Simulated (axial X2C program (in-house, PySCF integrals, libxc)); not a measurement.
# ZrB⁺: from the spin-free to the two-component result

Calculated with an in-house relativistic program for diatomic molecules. Spin-free means the one-electron spin-free X2C Hamiltonian; two-component (2c) means X2C with spin–orbit coupling and atomic mean-field two-electron Coulomb and Gaunt terms, so the difference of the two also holds small scalar two-electron terms. Basis: Zr dyall-cv3z [11s12p9d6f3g], B dyall-v3z [7s6p2d1f] (cores contracted in-house); Gaussian nuclei, density fitting, unrestricted open shells. Masses: Zr 89.905 u, B 11.009 u.

Spin-free state: M_S = 2, Λ = 2 (beyond evenly filled blocks: σα, π+α, π-α, δ+α); fragments Zr+ + B.

```
level  Re (Å)  ωe (cm⁻¹)  De (eV)  μ (D)
 PBE0   2.145      559.3    2.966  -3.07
 TPSS   2.169      547.4    3.034  -2.90
```

Dipoles are positive if B is the positive end and refer to the centre of mass.

Two-component determinant lowest at the distance of the search:

Ω = 4 (⟨Sz⟩ = 2.00, ⟨Lz⟩ = 2.00 at PBE0); fragments Zr+ + B.

```csv
level,Re (Å),ωe (cm⁻¹),μ (D)
PBE0,2.144,559.2,-3.05
TPSS,2.168,547.3,-2.89
```

Q: From the two tables, how do the constants change at the PBE0 level (2c against spin-free)?

A: At the PBE0 level Re drops by 0.001 Å and ωe stays the same within 0.2 cm⁻¹.

The state is a single determinant with fixed occupations, the lowest that a limited PBE0 search found. De is counted from the lowest determinant-based energies of the atoms at the same level, without counterpoise correction. De is not given where an atomic determinant may have missed its ground term or J level, or where the truncated virtual space spoils (T). Density functionals use the spin component along the axis (collinear). PBE0 can misorder states that lie within some tenths of an eV, so this need not be the ground state of the molecule. The nearest other spin-free determinant of the search, M_S = 2, Λ = 0, lies 0.17 eV up at the distance of the search. The functionals have no current-density term, which raises determinants with orbital currents, atoms included. With several unpaired electrons one determinant need not be a pure state. Open-shell Ω = 0 determinants with evenly filled partner blocks cannot be reached by this program, so the Ω shown need not be the lowest component. At some level and bond length an empty orbital lies below a filled one.
